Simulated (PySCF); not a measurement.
A made-up structure of CH₄GeS, closed shell:

C1  (-0.788, -0.208, -0.548)
S2  (-0.430, -1.466, 0.756)
Ge3  (0.775, 0.335, 0.439)
H4  (-0.657, -0.571, -1.562)
H5  (-0.618, -2.528, 1.585)
H6  (0.655, 1.438, 1.487)
H7  (2.157, 0.140, -0.179)
(Å)

It is relaxed with PBE-D4/def2-SVP and then PBE0-D4/def2-TZVP (PySCF 2.14 with density fitting (its default auxiliary sets; JK sets also for MP2 and CCSD(T))). Atoms count as bonded within 1.22 times the sum of their covalent radii (H–H: 0.88 Å). The end point is not checked to be a true minimum.

Task: Does its bonding change? (A judgement: the text doesn't fix the answer.)

Result: The calculation gives: Yes. Formed: none; broken: S2–Ge3.

Where it ends: The first stage lowers the energy by 3.66 eV in 37 steps. It ends as CH₄GeS ([SH][CH][GeH2]):
```xyz
7
angstrom
C -0.1138 -0.8086 -0.0146
S -0.5520 -1.8764 1.2797
Ge 0.9450 0.6199 0.1869
H -0.4959 -1.0378 -1.0034
H -1.8622 -2.0242 1.0021
H 1.5849 0.9401 1.5340
H 1.5459 1.2962 -1.0422
```

Labels in which every atom is bracketed show which atoms are joined, not bond orders.

For scale, one of the runs: PBE0-D4/def2-TZVP relaxation, 140 basis functions, launched by `OMP_NUM_THREADS=2 python run.py`. Time: 2.9 min of wall clock on 2 CPU threads of an Arm Neoverse V1; the host was shared. Peak host memory: 1.3 GiB.
